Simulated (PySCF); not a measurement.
A structure optimised at PBE-D3(BJ)/def2-SVP, used in a PySCF frequency run:

```xyz
6

Zr     0.0000     0.0000     0.2113
Cl    -1.9264     1.1122    -0.5561
Cl     1.9264     1.1122    -0.5561
Cl     0.0000    -2.2244    -0.5561
O      0.0000     0.0000     2.1046
H      0.0000     0.0000     3.0729
```
Charge 0, spin multiplicity 1.

Task: Write its SMILES, formula and point group.

Result: [OH][Zr]([Cl])([Cl])[Cl], Cl₃HOZr, C3v

Task: What are its rotational constants (standard atomic weights)?

Result: 1.3285, 1.3285, 0.96037 GHz
